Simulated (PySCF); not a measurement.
## Dipole moment and polarisability of `O=C(O)C[Si@@H](O)O[SiH3]`

Compound: C2H8O4Si2.
Cartesian coordinates in Å at the GFN2-xTB level; atoms count from 1:
```xyz
16
C2H8O4Si2 angstrom
O     -2.0255    0.3476   -1.3187
C     -1.7489    0.1203   -0.1601
O     -1.8910    1.0553    0.7895
C     -1.1540   -1.1361    0.3336
Si     0.5874   -1.2410   -0.4839
O      0.4122   -0.9521   -2.0603
O      1.5469   -0.1653    0.2418
Si     2.0325    1.2927    0.7735
H     -2.2264    1.8791    0.4024
H     -1.1168   -1.1398    1.4171
H     -1.7379   -1.9805   -0.0212
H      1.2105   -2.5363   -0.3104
H     -0.3882   -0.5128   -2.3647
H      3.2015    0.9859    1.5910
H      0.9423    1.8784    1.5541
H      2.3480    2.1134   -0.3950
```

Level: CAM-B3LYP/def2-SVPD (PySCF), static field, nuclei fixed, core orbitals frozen in the response. The polarisability tensor in these axes (au):

```
x   86.06 -2.77  2.51
y   -2.77 85.99  3.22
z    2.51  3.22 82.19
```

Task: What are the eigenvalues, a third of the trace, and Δα (Δα² = ½Σ(αi − αj)² over the three pairs)?

Result: Principal values 78.62, 86.77 and 88.85 au; mean 84.75 au = 12.56 Å³ = 13.97 × 10⁻⁴⁰ C²·m²/J; Δα = 9.37 au (11 % of the mean).

Task: What is the dipole moment, and where does it point?

Result: (-0.92, 0.73, 2.13) D, 2.43 D in size, pointing from the negative to the positive side. Measured along this direction, the outermost atoms are O6 at the negative end and H9 and O3 at the positive end.

Task: What molar refraction does this α imply?

Result: Lorentz–Lorenz: R = (4π/3)N_A α = 2.5225 cm³/(mol·Å³) × 12.56 Å³ = 31.7 cm³/mol, in the limit of long wavelengths.

Task: Rayleigh depolarisation ratio (linearly polarised light, static tensor)?

Result: ρ = 3Δα²/(45ᾱ² + 4Δα²) = 263.4/(323186 + 351.2) = 0.000814.

Task: Orientational against electronic polarisability at 500 K (dilute gas, rigid molecules)?

Result: In Gaussian units μ²/3kT = 28.58 Å³ against 12.56 Å³, a ratio of 2.28; the Debye molar polarisation (4π/3)N_A(α + μ²/3kT) is 103.8 cm³/mol, leaving out the vibrational part.

Task: In TDDFT the mean static polarisability is Σ f/ω² over all singlet excitations (ω in hartree). How much of it do the 8 lowest give? Their energies (eV) and oscillator strengths: 5.95, 0.0033; 7.50, 0.1223; 7.60, 0.0454; 7.75, 0.0005; 7.82, 0.0006; 8.32, 0.0208; 8.41, 0.0303; 8.51, 0.0168.

Result: They add up to 2.98 au, 3.5 % of the 84.75 au; the largest single term is 1.61 au, from the state at 7.50 eV. Terms in order: 0.07, 1.61, 0.58, 0.01, 0.01, 0.22, 0.32, 0.17 au. Higher excitations give the rest. The strengths listed sum to 0.240.

Isolated species at its GFN2-xTB geometry (one conformer only). GFN2-xTB frequencies show an imaginary mode (30i cm⁻¹), so this geometry is no minimum at that level.
